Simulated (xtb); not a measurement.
methyltin tribromide (CH3Br3Sn), SMILES [Br][Sn]([Br])([Br])[CH3]. All values are semi-empirical tight-binding results from xtb (GFN2-xTB unless named), good for trends rather than for accurate numbers. Coordinates come from a GFN2-xTB optimisation.

Optimised geometry:

Bonded distances (Å): C1–Sn2 2.243, C1–H6 1.083, C1–H7 1.083, C1–H8 1.083, Sn2–Br3 2.537, Sn2–Br4 2.537, Sn2–Br5 2.537. Angles (°): Sn2–C1–H6 107.2, Sn2–C1–H7 107.2, Sn2–C1–H8 107.2, H6–C1–H7 111.6, H6–C1–H8 111.6, H7–C1–H8 111.6, C1–Sn2–Br3 111.5, C1–Sn2–Br4 111.5, C1–Sn2–Br5 111.5, Br3–Sn2–Br4 107.3, Br3–Sn2–Br5 107.3, Br4–Sn2–Br5 107.3.

For metal compounds this method's bond lengths and energies can be far off.

Computed properties:
- point group as xtb finds it = C3
- orbital gap = 1.89 eV
- zero-point energy = 22.7 kcal/mol
- G − E(el) at 298.15 K (modified RRHO) = -2.0 kcal/mol

Task: Give the atomic charges and the Wiberg bond orders between heavy atoms. (An estimate is asked for; the answer gives what the named calculation found.)

Result: charges (e) C1 -0.13, Sn2 0.44, Br3 -0.18, Br4 -0.18, Br5 -0.18, H6 0.08, H7 0.08, H8 0.08. Bond orders C1–Sn2 0.50, Sn2–Br3 0.80, Sn2–Br4 0.80, Sn2–Br5 0.80.
